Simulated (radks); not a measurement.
Values are calculated unless marked as measured or tabulated.
Rb2+, 35 electrons, occupied as [Ar] 3d10 4s2 4p4 5p1 (not the ground configuration).

Level of theory: scalar-relativistic Kohn-Sham, PBEsol, spin-unpolarised, spherical densities, point nucleus (a radial shooting solver on a logarithmic mesh with Libxc functionals).

Energy parts (hartree):
total: -2977.23020
kinetic: 3049.01795
electron-nucleus: -7143.07287
Hartree: 1214.70418
exchange-correlation: -97.87947

Orbitals (lengths in bohr, moments of r in powers of bohr; <r^-3> diverges for s and p1/2):
| orbital | occ. | eigenvalue (hartree) | <r> | <r^-3> | <r^4> | <r^2> |
|---|---|---|---|---|---|---|
| 1s | 2 | -553.1479 | 0.04031 | - | 0.00001236 | 0.002189 |
| 2s | 2 | -74.79692 | 0.1779 | - | 0.002404 | 0.03733 |
| 2p | 6 | -66.44294 | 0.1551 | 1643 | 0.001734 | 0.02945 |
| 3s | 2 | -11.96553 | 0.5107 | - | 0.1413 | 0.2996 |
| 3p | 6 | -9.28600 | 0.5187 | 249.5 | 0.1651 | 0.3144 |
| 3d | 10 | -4.85005 | 0.5241 | 31.00 | 0.2336 | 0.3361 |
| 4s | 2 | -2.08745 | 1.395 | - | 7.359 | 2.203 |
| 4p | 4 | -1.45537 | 1.582 | 29.34 | 12.89 | 2.859 |
| 5p | 1 | -0.44167 | 4.108 | 4.614 | 505.6 | 18.85 |

The highest occupied level is 5p at -12.018 eV. Summed over all electrons, <r^2> = 40.79 bohr^2, which gives a Langevin (diamagnetic) susceptibility term of -32.3 x 10^-6 cm^3/mol. The density falls to 0.001 e/bohr^3 at r = 4.64 bohr.

Run on one thread of a shared host, so times are rough (Arm Neoverse N1): 0.14 s of CPU time, 0.15 s wall, 15 iterations on 2541 mesh points.
